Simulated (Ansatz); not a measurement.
The same redistribution along the group S, Se, Te.

Isolated molecules relaxed with PBE0-D4/def2-TZVP in Ansatz; ΔE leaves out vibrations. CBS: MP2 limit from def2 TZ/QZ plus the TZ coupled-cluster correction, frozen cores. This one scheme is used for every species. Functionals use def2-TZVPP. def2 core potentials past Kr. For Se, Te outer-core shells are correlated without core-valence functions, which leaves a few kJ/mol of doubt a bond. Scalar relativity is left out up to krypton. Each species was taken in one conformer, which may not be the lowest.

```json
{"reaction": "`PS` + `BN[SiH2]F` → `F[SiH2]NP` + `BS`", "RPA@PBE/def2-TZVPP (kcal/mol)": "13.0", "r2SCAN-D4 (kcal/mol)": "14.2"}
{"reaction": "`P[SeH]` + `BN[SiH2]F` → `F[SiH2]NP` + `B[SeH]`", "RPA@PBE/def2-TZVPP (kcal/mol)": "17.1", "r2SCAN-D4 (kcal/mol)": "19.0"}
{"reaction": "`P[TeH]` + `BN[SiH2]F` → `F[SiH2]NP` + `B[TeH]`", "RPA@PBE/def2-TZVPP (kcal/mol)": "23.3", "r2SCAN-D4 (kcal/mol)": "26.0"}
```

(1) Give the CCSD(T)/CBS values in the same order. (An estimate is asked.)

Largest T1 diagnostic: 0.015, for `B[TeH]`.

## Answers

(1) The calculation gave: 14.2, 18.2, 25.5 kcal/mol.
